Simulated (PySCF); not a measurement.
As (arsenic, neutral) across methods

[Ar] 3d10 4s1 4p4, 4s spin antiparallel (an excited configuration). Calculation: PySCF 2.14, in x2c-TZVPPall with one added diffuse shell each of s, p, d type (7s6p5d1f, 57 functions); scalar relativity by spin-free X2C-1e.

```json
{"method": "HSE06", "E (hartree)": "-2260.010", "mean ε 4s β (eV)": "-16.145", "mean ε 4p α (eV)": "-6.660", "mean ε 4p β (eV)": "-6.262", "Σ⟨r²⟩ (bohr²)": "43.31", "⟨S²⟩": "1.752"}
{"method": "UHF", "E (hartree)": "-2258.51541", "mean ε 4s β (eV)": "-20.165", "mean ε 4p α (eV)": "-8.768", "mean ε 4p β (eV)": "-9.655", "Σ⟨r²⟩ (bohr²)": "45.00", "⟨S²⟩": "1.764"}
{"method": "LDA", "E (hartree)": "-2256.867", "mean ε 4s β (eV)": "-15.334", "mean ε 4p α (eV)": "-6.277", "mean ε 4p β (eV)": "-5.546", "Σ⟨r²⟩ (bohr²)": "43.04", "⟨S²⟩": "1.750"}
{"method": "PBEsol", "E (hartree)": "-2258.363", "mean ε 4s β (eV)": "-15.032", "mean ε 4p α (eV)": "-6.185", "mean ε 4p β (eV)": "-5.447", "Σ⟨r²⟩ (bohr²)": "43.10", "⟨S²⟩": "1.751"}
{"method": "PBE0", "E (hartree)": "-2260.011", "mean ε 4s β (eV)": "-16.492", "mean ε 4p α (eV)": "-7.054", "mean ε 4p β (eV)": "-6.672", "Σ⟨r²⟩ (bohr²)": "43.31", "⟨S²⟩": "1.752"}
{"method": "BHandHLYP", "E (hartree)": "-2260.238", "mean ε 4s β (eV)": "-17.995", "mean ε 4p α (eV)": "-7.671", "mean ε 4p β (eV)": "-7.747", "Σ⟨r²⟩ (bohr²)": "43.69", "⟨S²⟩": "1.753"}
{"method": "wB97X", "E (hartree)": "-2260.328", "mean ε 4s β (eV)": "-19.229", "mean ε 4p α (eV)": "-9.042", "mean ε 4p β (eV)": "-8.927", "Σ⟨r²⟩ (bohr²)": "43.17", "⟨S²⟩": "1.751"}
{"method": "r2SCAN", "E (hartree)": "-2260.266", "mean ε 4s β (eV)": "-15.377", "mean ε 4p α (eV)": "-6.457", "mean ε 4p β (eV)": "-5.855", "Σ⟨r²⟩ (bohr²)": "43.12", "⟨S²⟩": "1.753"}
{"method": "PBE", "E (hartree)": "-2259.994", "mean ε 4s β (eV)": "-15.001", "mean ε 4p α (eV)": "-6.192", "mean ε 4p β (eV)": "-5.475", "Σ⟨r²⟩ (bohr²)": "43.20", "⟨S²⟩": "1.751"}
```

With the s spin flipped the determinant is a mixture of two multiplicities, not a spectroscopic state.
